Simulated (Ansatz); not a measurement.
Input file:

```yaml
crystal:
  periodic: [false, false, false]
  atoms:
    - { symbol: Hf, position_ang: [-0.003583, -0.026206, -0.005968] }
    - { symbol: Cl, position_ang: [0.071806, -0.395085, 2.36653] }
    - { symbol: Cl, position_ang: [2.069632, -0.29908, -1.104582] }
    - { symbol: Cl, position_ang: [-1.514713, 1.668856, -0.658171] }
    - { symbol: "N", position_ang: [-0.971383, -1.645051, -0.678768] }
    - { symbol: H, position_ang: [-1.99147, -1.737924, -0.759408] }
    - { symbol: H, position_ang: [-0.528266, -2.523793, -0.972645] }
    - { symbol: Br, position_ang: [1.641613, 2.664528, 1.330154] }
    - { symbol: H, position_ang: [1.244765, 1.770956, 2.39906] }
basis:
  gaussian: { orbitals: def2-SVP }
hamiltonian:
  xc: pbe
neb:
  order_check: false
  images: 5
  f_tol: 0.05
  max_iterations: 60
  final_atoms:
    - { symbol: Hf, position_ang: [0.38657351, 0.44405202, -0.72983039] }
    - { symbol: Cl, position_ang: [-1.15755751, 0.18509472, 2.83217927] }
    - { symbol: Cl, position_ang: [1.54847117, 0.10012705, -2.739262] }
    - { symbol: Cl, position_ang: [-1.40642322, 1.95466875, -0.97848605] }
    - { symbol: "N", position_ang: [-0.31676122, -1.34850762, -0.19014296] }
    - { symbol: H, position_ang: [-0.91959505, -1.45489483, 0.63912712] }
    - { symbol: H, position_ang: [-0.14673976, -2.26520847, -0.61881139] }
    - { symbol: Br, position_ang: [1.96498812, 1.25631681, 1.09696322] }
    - { symbol: H, position_ang: [0.06544496, 0.60555257, 2.60446518] }
  initial_path:
    images:
      - { positions_ang: [[-0.003583, -0.026206, -0.005968], [0.071806, -0.395085, 2.36653], [2.069632, -0.29908, -1.104582], [-1.514713, 1.668856, -0.658171], [-0.971383, -1.645051, -0.678768], [-1.99147, -1.737924, -0.759408], [-0.528266, -2.523793, -0.972645], [1.641613, 2.664528, 1.330154], [1.244765, 1.770956, 2.39906]] }
      - { positions_ang: [[-0.00438799, -0.01715898, -0.00384539], [0.07115003, -0.2673476, 2.53414304], [2.16220417, -0.19264597, -1.03679536], [-1.41908708, 1.79695508, -0.70466164], [-0.99904883, -1.69867798, -0.69121827], [-1.85009767, -1.96819271, -0.51583754], [-0.70037807, -2.36596113, -1.2309427], [1.61990347, 2.56956152, 1.19194558], [1.13814297, 1.62066876, 2.37341428]] }
      - { positions_ang: [[-0.00519298, -0.00811195, -0.00172279], [0.07049407, -0.1396102, 2.70175608], [2.25477633, -0.08621195, -0.96900871], [-1.32346117, 1.92505415, -0.75115228], [-1.02671466, -1.75230495, -0.70366853], [-1.70872534, -2.19846141, -0.27226709], [-0.87249014, -2.20812925, -1.48924041], [1.59819394, 2.47459505, 1.05373716], [1.03152095, 1.47038151, 2.34776856]] }
      - { positions_ang: [[-0.00599797, 0.00093507, 0.00039982], [0.0698381, -0.0118728, 2.86936912], [2.3473485, 0.02022208, -0.90122207], [-1.22783525, 2.05315323, -0.79764292], [-1.05438048, -1.80593193, -0.7161188], [-1.56735302, -2.42873012, -0.02869663], [-1.04460222, -2.05029738, -1.74753811], [1.57648441, 2.37962857, 0.91552874], [0.92489892, 1.32009427, 2.32212284]] }
      - { positions_ang: [[0.12485919, 0.14864072, -0.24301025], [-0.33929377, 0.05378304, 2.8569725], [2.08105606, 0.04685707, -1.51390204], [-1.28736458, 2.02032507, -0.85792396], [-0.80850739, -1.65345716, -0.54079352], [-1.35143369, -2.10411836, 0.19391129], [-0.74531473, -2.12193441, -1.37129587], [1.70598565, 2.00519132, 0.9760069], [0.63841427, 1.0819137, 2.41623695]] }
      - { positions_ang: [[0.25571635, 0.29634637, -0.48642032], [-0.74842564, 0.11943888, 2.84457589], [1.81476361, 0.07349206, -2.12658202], [-1.3468939, 1.98749691, -0.91820501], [-0.56263431, -1.50098239, -0.36546824], [-1.13551437, -1.7795066, 0.41651921], [-0.44602725, -2.19357144, -0.99505363], [1.83548688, 1.63075407, 1.03648506], [0.35192961, 0.84373314, 2.51035107]] }
      - { positions_ang: [[0.38657351, 0.44405202, -0.72983039], [-1.15755751, 0.18509472, 2.83217927], [1.54847117, 0.10012705, -2.739262], [-1.40642322, 1.95466875, -0.97848605], [-0.31676122, -1.34850762, -0.19014296], [-0.91959505, -1.45489483, 0.63912712], [-0.14673976, -2.26520847, -0.61881139], [1.96498812, 1.25631681, 1.09696322], [0.06544496, 0.60555257, 2.60446518]] }
```

Launched with:

```bash
$ ansatz run input.yaml --threads 4 --pin off --max-ram 5120MiB --backend cpu --events-out ev --progress --plain --runs-dir out
```

Hardware: 4 threads of Arm Neoverse V2, on a shared host.

Task: Roughly how long does this run take, and how much memory?

Result: 6.4 min, with a peak of 0.27 GiB, for 34 band iterations.
